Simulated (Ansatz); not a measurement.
C3H7ClSi can be A, `C=CC[SiH2]Cl`, or B, `C=C(Cl)[SiH2]C`.

Calculated with Ansatz (gas phase, PBE0-D4/def2-TZVP geometries, no zero-point term in ΔE). CBS: MP2 limit from def2 TZ/QZ plus the TZ coupled-cluster correction, frozen cores. Functionals use def2-TZVPP. B3LYP here is the variant with VWN-RPA as its local correlation; programs differ in this. One conformer a species, not always the lowest.

A:

Z-matrix (Å, degrees):
```
C
C 1 1.491
Si 1 1.874 2 108.5
H 1 1.094 2 111.6 3 -119.2
H 1 1.094 2 111.7 3 119.8
C 2 1.328 1 125.2 3 97.4
H 2 1.088 1 116.0 3 -79.8
Cl 3 2.062 1 110.3 2 172.9
H 3 1.482 1 110.2 2 -68.2
H 3 1.483 1 110.7 2 53.9
H 6 1.083 2 121.3 1 -177.8
H 6 1.086 2 121.6 1 2.7
```

B:

```xyz
12

C    -0.448    0.337    2.189
C     0.308    0.398    1.101
Cl    1.484    1.676    0.934
Si    0.240   -0.790   -0.347
C    -0.138    0.121   -1.929
H    -0.368    1.054    2.999
H    -1.177   -0.459    2.287
H     1.555   -1.477   -0.445
H    -0.814   -1.790   -0.024
H    -1.112    0.612   -1.872
H     0.620    0.885   -2.118
H    -0.149   -0.568   -2.776
```

(1) Which isomer does CCSD(T)/CBS put lower? Give the gap. (An estimate is asked.)

(2) Give E(B) − E(A) in kcal/mol with LDA (SPW92), MP2/def2-TZVPP, CCSD/def2-TZVPP, PBE0-D4, CCSD(T)/def2-SVP, B3LYP, B3LYP-D4. (Best estimate.)

(3) Does the order hold for the free energy at 298.15 K (harmonic terms from PBE0-D4)? (Best estimate.)

Largest T1 diagnostic: 0.011.

Results:

(1) The calculation gave: A, by 27.3 kcal/mol.

(2) Ansatz gave: LDA (SPW92) 25.3, MP2/def2-TZVPP 27.6, CCSD/def2-TZVPP 27.8, PBE0-D4 26.8, CCSD(T)/def2-SVP 27.4, B3LYP 26.8, B3LYP-D4 26.3. None reverses the order clearly.

(3) The calculation gave: Yes: G(B) − G(A) = +26.1 kcal/mol, for one conformer each. Modes under 60 cm⁻¹, often nearly free rotors, make the harmonic entropy too high.

From BLYP to BHLYP (50 % exact exchange), in def2-TZVPP and without D4, E(B) − E(A) moves by +3.4 kcal/mol. Leaving LDA and LC-ωPBE aside and taking each functional with its dispersion term where it has one, the values, not all of them listed here, spread over 3.5 kcal/mol, from BLYP-D4 to BHLYP-D4.
